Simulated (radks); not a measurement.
Task: Be+, 3 electrons, occupied as [He] 2s0.5 2p0.5 (fractional occupations, a model configuration). Calculated with a radial shooting solver on a logarithmic mesh with Libxc functionals: Dirac Kohn-Sham, BLYP, spin-unpolarised, spherical densities, finite nucleus; open shells are shared between the two j in proportion to 2j + 1; Fermi nuclear charge, rms radius 2.519 fm. Some entries of the table are withheld. Estimate them.

| orbital | occ. | eigenvalue (eV) | <1/r> (bohr^-1) | <r^2> (bohr^2) |
|---|---|---|---|---|
| 1s1/2 | 2 | -118.3886 | (1) | 0.2401 |
| 2s1/2 | 0.5 | -13.6749 | 0.6272 | (2) |
| 2p1/2 | 0.166667 | (3) | 0.5422 | 6.994 |
| 2p3/2 | 0.333333 | (4) | 0.5421 | 6.996 |

Result: 
(1) 1s1/2 <1/r> (bohr^-1): 3.673
(2) 2s1/2 <r^2> (bohr^2): 6.178
(3) 2p1/2 eigenvalue (eV): -9.8084
(4) 2p3/2 eigenvalue (eV): -9.8068
